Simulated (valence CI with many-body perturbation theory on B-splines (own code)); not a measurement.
**Sb: electric-dipole lines**

Calculated by configuration interaction combined with many-body perturbation theory (CI+MBPT): five valence electrons over a frozen Dirac-Fock core [Kr] 4d10, radial functions for each j: 9 s, 9 p, 8 d, 6 f, 3 g, 1 h, with the one-electron correlation potential Σ1 (screened to all orders), the two-electron term Σ2, the three-electron term Σ3, Breit, model QED; selected single and double excitations, second order for the rest, scaled by the run's own slope (own B-spline code, finite nucleus).

Set against measurement, 19 paired levels are off by 60 cm⁻¹ on average, the worst by 198. These come from a selection out of the NIST Handbook of Basic Atomic Spectroscopic Data. Levels without a partner in it may be off by more. Among the levels kept, up to 1600 cm⁻¹ of a level comes from second order outside the variational space, and about a tenth of that is noise between levels of different J, which matters for small intervals.

Lines 1 to 50 of 272 in falling wavelength, among levels below 7.905 eV, chosen from the strongest by gf and those to the six lowest levels. Wavelengths and rates use the calculated energies, so an error of 60 cm⁻¹ moves a line at 49410 Å by 3 % and its rate by three times that or more. Electric multipoles are in the length gauge, E1 and E2 with the static RPA response of the core. Weak lines are less certain than strong ones. Lines between different terms over intervals too small for the method are left out, as are lines whose strength nearly cancels. Where a level lies close to another of its J and parity, the split of strength between their lines is uncertain. The highest levels of a list are the least certain.

Names give the largest LS component (configuration and term), which can be under half, so a name can repeat, a term be missing and a line seem to break the LS rules; names also repeat where a configuration has a term twice. Letters in brackets count levels of one name in rising energy.

```
λ vac (Å)                 Upper                 Lower   A (s⁻¹)  S (a.u.)
    49410      4f5s²5p² ²G°_7/2   5s²5p²5d ²D_5/2 [a]  6.68e+05  3.18e+02
    49220      4f5s²5p² ⁴G°_5/2   5s²5p²5d ²D_5/2 [a]  5.01e+04  1.77e+01
    48350       5s²5p²8s ⁴P_1/2  5s²5p²7p ⁴D°_3/2 [a]  2.18e+06  2.43e+02
    47630      5s²5p²7p ²D°_3/2   5s²5p²5d ²D_5/2 [b]  1.50e+05  3.21e+01
    46060       5s²5p²5d ²F_5/2  5s²5p²6p ⁴D°_3/2 [b]  2.13e+05  6.16e+01
    45870      5s²5p²7p ²S°_1/2       5s²5p²7s ²P_1/2  5.17e+05  4.92e+01
    43750       5s²5p²8s ⁴P_1/2      5s²5p²7p ⁴D°_1/2  1.14e+06  9.45e+01
    43060       5s²5p²5d ²F_7/2  5s²5p²6p ²D°_5/2 [b]  6.31e+05  1.99e+02
    42750   5s²5p²5d ²D_5/2 [a]      5s²5p²6p ⁴P°_3/2  9.45e+04  2.19e+01
    42200  5s²5p²7p ⁴D°_3/2 [b]       5s²5p²7s ²P_1/2  3.36e+05  4.98e+01
    40350      5s²5p²7p ²D°_3/2       5s²5p²7s ²P_1/2  1.32e+06  1.71e+02
    39970       5s²5p²5d ⁴F_5/2  5s²5p²6p ⁴D°_3/2 [a]  2.01e+05  3.80e+01
    39500      5s²5p²7p ⁴D°_1/2   5s²5p²7s ⁴P_1/2 [b]  1.19e+06  7.23e+01
    39480       5s²5p²5d ²P_3/2      5s²5p²6p ²S°_1/2  1.30e+05  1.57e+01
    39260      5s²5p²7p ²S°_1/2       5s²5p²7s ⁴P_3/2  1.42e+06  8.46e+01
    38530       5s²5p²6d ⁴F_3/2      5s²5p²7p ⁴D°_1/2  1.84e+05  2.07e+01
    36640       5s²5p²5d ⁴D_3/2      5s²5p²6p ⁴P°_1/2  2.37e+05  2.30e+01
    36540  5s²5p²7p ⁴D°_3/2 [b]       5s²5p²7s ⁴P_3/2  2.13e+06  2.05e+02
    36470      5s²5p²7p ⁴D°_5/2       5s²5p²7s ⁴P_3/2  2.48e+06  3.56e+02
    36370  5s²5p²7p ⁴D°_3/2 [a]   5s²5p²7s ⁴P_1/2 [b]  1.46e+06  1.39e+02
    35910   5s²5p²5d ²D_5/2 [b]  5s²5p²6p ²D°_5/2 [b]  1.59e+05  2.18e+01
    35150      5s²5p²7p ²D°_3/2       5s²5p²7s ⁴P_3/2  4.37e+05  3.75e+01
    35110      5s²5p²7p ²S°_1/2   5s²5p²5d ²D_3/2 [a]  1.83e+05  7.84e+00
    33630       5s²5p²5d ⁴D_5/2      5s²5p²6p ²D°_3/2  4.50e+05  5.06e+01
    33450   5s²5p²5d ²D_5/2 [a]  5s²5p²6p ²D°_5/2 [a]  2.43e+05  2.69e+01
    32960   5s²5p²5d ²D_5/2 [b]      5s²5p²6p ²P°_3/2  3.43e+05  3.64e+01
    32920  5s²5p²7p ⁴D°_3/2 [b]   5s²5p²5d ²D_3/2 [a]  1.28e+05  8.98e+00
    32860      5s²5p²7p ⁴D°_5/2   5s²5p²5d ²D_3/2 [a]  1.89e+05  1.99e+01
    32790      5s²5p²7p ⁴D°_1/2   5s²5p²7s ⁴P_1/2 [a]  1.30e+06  4.54e+01
    31790      5s²5p²7p ²D°_3/2   5s²5p²5d ²D_3/2 [a]  1.34e+05  8.47e+00
    31500       5s²5p²6s ²D_5/2  5s²5p²6p ⁴D°_3/2 [a]  7.51e+04  6.95e+00
    31220  5s²5p²7p ⁴D°_3/2 [b]   5s²5p²5d ²D_5/2 [a]  1.61e+05  9.69e+00
    31030   5s²5p²5d ²D_3/2 [b]      5s²5p²6p ²P°_1/2  1.55e+05  9.16e+00
    30600  5s²5p²7p ⁴D°_3/2 [a]   5s²5p²7s ⁴P_1/2 [a]  1.72e+06  9.76e+01
    30450   5s²5p²5d ²D_3/2 [b]      5s²5p²6p ²P°_3/2  3.00e+05  1.67e+01
    30240      5s²5p²6p ²P°_3/2   5s²5p²6s ²D_3/2 [a]  1.73e+05  9.47e+00
    28620  5s²5p²7p ⁴D°_3/2 [a]       5s²5p²5d ²F_5/2  1.73e+05  8.03e+00
    27960       5s²5p²5d ⁴D_3/2  5s²5p²6p ⁴D°_3/2 [b]  2.77e+05  1.20e+01
    27850       5s²5p²5d ⁴D_5/2      5s²5p²6p ⁴D°_5/2  1.70e+05  1.09e+01
    27800       5s²5p²5d ²F_7/2      5s²5p²6p ⁴D°_7/2  1.43e+05  1.22e+01
    27800      4f5s²5p² ²G°_7/2       5s²5p²5d ⁴D_5/2  4.64e+05  3.94e+01
    27270      5s²5p²7p ²S°_1/2       5s²5p²5d ²P_1/2  3.09e+05  6.19e+00
    26820      4f5s²5p² ⁴G°_5/2       5s²5p²5d ⁴D_3/2  1.24e+05  7.06e+00
    26740       5s²5p²5d ²F_7/2  5s²5p²6p ²D°_5/2 [a]  1.60e+05  1.21e+01
    25730       5s²5p²6d ⁴F_5/2      5s²5p²6p ²P°_3/2  1.30e+05  6.58e+00
    25680       5s²5p²5d ²P_1/2      5s²5p²6p ²D°_3/2  5.90e+05  9.86e+00
    25220      5s²5p²7p ²D°_3/2       5s²5p²5d ²P_1/2  6.48e+05  2.05e+01
    22710       5s²5p²6d ⁴F_5/2      5s²5p²6p ⁴P°_3/2  2.94e+05  1.02e+01
    22460   5s²5p²5d ²D_3/2 [b]  5s²5p²6p ²D°_5/2 [a]  2.92e+05  6.54e+00
    21750       5s²5p²7s ⁴P_5/2  5s²5p²6p ²D°_5/2 [b]  1.23e+06  3.74e+01
```
